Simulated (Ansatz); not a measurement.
Reaction (formal exchange of groups at the Se–Sn bond): `[F][Sn]([F])([F])[SeH]` + `[Cl][InH2]` → `[Cl][InH][SeH]` + `[F][SnH]([F])[F]`

Computed with Ansatz on PBE0-D4/def2-TZVP structures; ΔE is electronic, products minus reactants. CCSD(T)/CBS is the MP2 limit (def2-TZVPP, def2-QZVPP) plus CCSD(T) − MP2 in def2-TZVPP, frozen cores. Functionals use def2-TZVPP. def2 core potentials past Kr. For In, Se, Sn outer-core shells are correlated without core-valence functions, which leaves a few kJ/mol of doubt a bond. Scalar relativity is left out up to krypton. One conformer a species, not always the lowest.

Q: Is it downhill or uphill in electronic energy at CCSD(T)/CBS, and by how much? (An estimate is asked.)

A: Ansatz gave: Downhill: ΔE = -9.4 kcal/mol.

Q: What do these levels give: r2SCAN-D4, B97M-V, BLYP, RPA@PBE/def2-TZVPP, HF/def2-TZVPP, MP2/def2-TZVPP? (Estimate.)

A: Ansatz gave: r2SCAN-D4 -8.7, B97M-V -8.1, BLYP -8.1, RPA@PBE/def2-TZVPP -9.3, HF/def2-TZVPP -10.7, MP2/def2-TZVPP -10.4 kcal/mol.

Largest T1 diagnostic among the species: 0.015.

Leaving LDA and LC-ωPBE aside and taking each functional with its dispersion term where it has one, the values, not all of them listed here, spread over 2.4 kcal/mol, from PBE-QIDH to revPBE-D4. From BLYP to BHLYP (50 % exact exchange), in def2-TZVPP and without D4, ΔE moves by −1.5 kcal/mol.
